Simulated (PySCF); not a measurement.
# Static response to an electric field

Species: B₂Cl₂F₂H₂Si.
SMILES with atom numbers: `[F:1][B:2]([F:3])[SiH2:4][B:5]([Cl:6])[Cl:7]` (hydrogens: H8, H9 on Si4)

Structure used (PBE0-D3(BJ)/def2-SVP), in Å, numbered top down from 1:
```xyz
9
B2Cl2F2H2Si angstrom
F     -2.122    1.014   -0.840
B     -1.450   -0.040   -0.418
F     -1.772   -1.201   -0.956
Si     0.066    0.125    0.929
B      1.716    0.399   -0.209
Cl     2.211    2.008   -0.677
Cl     2.606   -0.969   -0.832
H     -0.167    1.299    1.823
H      0.177   -1.131    1.730
```

Level: CAM-B3LYP/def2-SVPD (PySCF), static field, nuclei fixed, core orbitals frozen in the response. The polarisability tensor in these axes (au):

```
x   88.89  0.46 -6.69
y    0.46 88.56 -0.04
z   -6.69 -0.04 73.57
```

Question: Diagonalise the tensor; give its mean and Δα, where Δα² is half the sum of the squared differences of the eigenvalues.

Answer: Principal values 71.06, 88.49 and 91.47 au; mean 83.67 au = 12.40 Å³ = 13.80 × 10⁻⁴⁰ C²·m²/J; Δα = 19.09 au (23 % of the mean).

Question: What is the dipole moment, and where does it point?

Answer: (0.38, 0.01, 1.13) D, 1.19 D in size, pointing from the negative to the positive side. Measured along this direction, the outermost atoms are F3 and F1 at the negative end and H8 and H9 at the positive end.

Question: Orientational against electronic polarisability at 273 K (dilute gas, rigid molecules)?

Answer: In Gaussian units μ²/3kT = 12.60 Å³ against 12.40 Å³, a ratio of 1.02; the Debye molar polarisation (4π/3)N_A(α + μ²/3kT) is 63.1 cm³/mol, leaving out the vibrational part.

Question: Find the Langevin capture rate constant for O2+ (31.990 u) meeting this molecule (159.946 u), k = 2.342 × 10⁻⁹ cm³/s × √(α in Å³ / reduced mass in u).

Answer: The reduced mass is 26.66 u, so k = 1.60 × 10⁻⁹ cm³/s. The formula leaves out the permanent dipole, which adds to the capture rate.

Question: What molar refraction does this α imply?

Answer: Lorentz–Lorenz: R = (4π/3)N_A α = 2.5225 cm³/(mol·Å³) × 12.40 Å³ = 31.3 cm³/mol, in the limit of long wavelengths.

Isolated species at its PBE0-D3(BJ)/def2-SVP geometry (one conformer only).
